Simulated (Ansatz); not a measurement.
`C=C(C)[SiH3]` + H₂Te → `C=C(C)[TeH]` + SiH₄  (substitution at a C–Si bond)

Gas-phase electronic energies from Ansatz, PBE0-D4/def2-TZVP geometries. CCSD(T)/CBS is the MP2 limit (def2-TZVPP, def2-QZVPP) plus CCSD(T) − MP2 in def2-TZVPP, frozen cores. This one scheme is used for every species. DFT in def2-TZVPP. Elements past krypton have def2 core potentials. For Te outer-core shells are correlated without core-valence functions, which leaves a few kJ/mol of doubt a bond.

`C=C(C)[SiH3]`:

Z-matrix (Å, degrees):
```
C
C 1 1.499
H 1 1.095 2 111.1
H 1 1.093 2 111.6 3 -120.8
H 1 1.095 2 111.1 3 118.3
Si 2 1.869 1 118.5 3 -58.7
C 2 1.332 1 122.0 3 121.3
H 6 1.490 2 110.4 1 -58.6
H 6 1.490 2 110.5 1 59.9
H 6 1.486 2 109.9 1 -179.4
H 7 1.085 2 122.1 1 180.0
H 7 1.089 2 121.5 1 -0.0
```

H₂Te:

Cartesian coordinates in Å:
```
Te 0.603 -0.105 0.479
H -1.030 0.077 0.683
H 0.427 0.028 -1.162
```

`C=C(C)[TeH]`:

Cartesian coordinates in Å:
```
C 0.179 -1.399 0.697
C -0.018 -0.139 0.330
C -0.220 0.301 -1.080
Te -0.180 1.343 1.828
H 0.348 -1.692 1.726
H 0.177 -2.190 -0.047
H -0.144 -0.551 -1.762
H -1.197 0.772 -1.211
H 0.532 1.040 -1.371
H 0.523 2.517 0.889
```

SiH₄:

```xyz
5

Si    0.000    0.000    0.000
H     0.793   -0.977    0.788
H    -0.985   -0.726   -0.840
H     0.909    0.787   -0.871
H    -0.716    0.916    0.923
```

```tsv
species	ωB97M-V energy (Eh)
`C=C(C)[SiH3]`	-408.55326
H₂Te	-269.17268
`C=C(C)[TeH]`	-385.86811
SiH₄	-291.84636
```

Question: Work out ΔE.

Answer: ΔE = (-385.86811) + (-291.84636) − (-408.55326) − (-269.17268) = 0.01147 Eh = +30.1 kJ/mol. CCSD(T)/CBS gives +21.7 kJ/mol.

Largest T1 diagnostic among the species: 0.011.

From PBE to PBE0 (25 % exact exchange), in def2-TZVPP and without D4, ΔE moves by +3.9 kJ/mol. In def2-TZVPP, CCSD(T) changes the Hartree–Fock value by −12.3 kJ/mol (the triples alone add −3.1 kJ/mol) and MP2 by −19.1 kJ/mol.
